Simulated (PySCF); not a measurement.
**How methods differ on the excitation energy of Si²⁺**

Si²⁺ [Ne] 3s2 (1S) → Si²⁺ [Ne] 3s1 3p1 (3P), as a difference of total energies. All numbers are calculated (PySCF 2.14, the non-relativistic Hamiltonian (point nucleus), in aug-cc-pwCVTZ (8s7p5d3f, 75 functions)). Correlated levels: valence: [Ne] frozen; valence and next inner shell: 1s2 frozen; nothing frozen. The calculations carry no spin-orbit coupling.

| method | excitation energy (cm⁻¹) |
| --- | --- |
| UHF | 42600 |
| LDA | 52975 |
| PBE | 51552 |
| PBE0 | 50284 |
| r2SCAN | 46968 |
| B3LYP | 52819 |
| BLYP | 53572 |
| M06 | 54211 |
| TPSSh | 49610 |
| MP2 (valence) | 49076 |
| SCS-MP2 (valence) | 50908 |
| MP2 (valence and next inner shell) | 50830 |
| SCS-MP2 (valence and next inner shell) | 52246 |
| MP2 (all electrons) | 50784 |
| SCS-MP2 (all electrons) | 52217 |

A first-order spin-orbit estimate (lowest level to lowest level, LS coupling) adds -0.027 eV.
